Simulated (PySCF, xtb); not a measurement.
ZnF, SMILES [F][Zn+], charge +1.

GFN2-xTB run with xtb at its own geometry gives an orbital gap of 1.91 eV.

Coordinates come from a B3LYP-D3(BJ)/def2-TZVPD optimisation. The multiplicity is an assumed one; other spin states were not compared.

**Question.** What does r2SCAN/def2-TZVPD in PySCF give? (An estimate is asked for; the answer gives what the named calculation found.)

**Answer.** gap 3.03 eV (levels -15.58 and -12.55 eV).
